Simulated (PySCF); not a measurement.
**BrIrN: from structure and modes to constants**

These are results of UB3LYP/[Ir def2-SVP with ECP60, N def2-SVP, Br def2-SVP], scalar-relativistic core potentials, density fitting, no spin–orbit coupling, PySCF, not measurements.

The doublet minimum has Cs symmetry. Masses (u): Ir 192.96292, N 14.00307, Br 78.91834.

```xyz
3
charge 0 multiplicity 2, angstrom
Ir   -0.5246    0.0000   -0.3070
N    -2.0552    0.0000    0.2401
Br    1.6474    0.0000    0.7076
```

Harmonic wavenumbers (cm⁻¹): 110.4 (a', ×1), 257.5 (a', ×1), 1162.5 (a', ×1).

Task: What is the harmonic zero-point energy?

Result: Half the sum of all 3 wavenumbers, 1530/2 = 765 cm⁻¹, which is 9.2 kJ/mol (1 cm⁻¹ = 0.0119627 kJ/mol).

Task: Find the vibrational entropy and heat capacity at 298.15 K.

Result: With u = 1.43878 ω/T, each mode gives S = R[u/(eᵘ−1) − ln(1−e⁻ᵘ)] and C = R u² eᵘ/(eᵘ−1)².
```tsv
ω (cm⁻¹)	u	S (J/(mol K))	C (J/(mol K))
110.4	0.533	13.65	8.12
257.5	1.243	7.02	7.32
1162.5	5.610	0.20	0.97
```
The sums over all modes are S = 20.9 and C = 16.4 J/(mol K); the softest mode gives 65 % of the entropy.

Task: Give the standard entropy (298.15 K, 1 bar) by its translational, rotational, vibrational and spin parts, and Cp.

Result: Sackur–Tetrode with M = 285.88 u gives 179.4; rotation with symmetry number 1 gives 109.2; vibration 20.9; spin R ln 2 = 5.8. The total is 315.2 J/(mol K), and Cp = 4 R + 16.4 = 49.7 J/(mol K).

Other isomers or separated fragments may lie lower. With open d or f shells other occupations or spin states may lie lower. Spin–orbit coupling, left out here, can matter for elements this heavy.
